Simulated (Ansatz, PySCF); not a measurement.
Molecule: BiBr2, net charge 1, singlet state. It need not be the lowest isomer of its formula. 
Geometry from a B3LYP-D3(BJ)/def2-TZVP (Ansatz, a quantum-chemistry and plane-wave program) optimisation:
```
Bi
Br 1 2.5189
Br 1 2.5189 2 100.93
```
Charge +1, spin multiplicity 1.

Total electronic energies in hartree. Correlated levels leave the core frozen unless marked. Spin-orbit coupling is left out. The frozen core is the preceding noble-gas configuration, with the filled d and f shells of earlier blocks. Past Kr the def2 sets carry scalar-relativistic core potentials. CBS marks a two-point X^-3 extrapolation of the correlation energy; Hartree-Fock from the larger set. [CCSD(T)-MP2]/basis is that difference in the basis named.

```
level                                                                 program  energy (Eh)
-------------------------------------------------------------  --------------  -----------
RI-HF/def2-TZVPP                                                       Ansatz  -5358.20199
BP86/def2-TZVPD                                                         PySCF   (withheld)
TPSS-D3(BJ)/def2-TZVPD                                          PySCF + dftd3  -5362.51264
B3LYP/def2-TZVPD                                                       Ansatz   (withheld)
PBE0/def2-SVP                                                          Ansatz   (withheld)
HSE06-D4/def2-TZVPD                                            Ansatz + dftd4  -5362.16580
CAM-B3LYP-D3(BJ)/def2-TZVPD                                    Ansatz + dftd3  -5362.96536
B2PLYP-D4/def2-TZVPD                                           Ansatz + dftd4  -5361.58806
RI-MP2/CBS(def2-TZVPPD,def2-QZVPPD)+[CCSD(T)-MP2]/def2-TZVPPD          Ansatz   -5358.8352
```

**Question.** What belongs in the gaps?

**Answer.** 
- BP86/def2-TZVPD, energy (Eh): -5363.45627
- B3LYP/def2-TZVPD, energy (Eh): -5362.87574
- PBE0/def2-SVP, energy (Eh): -5361.51347
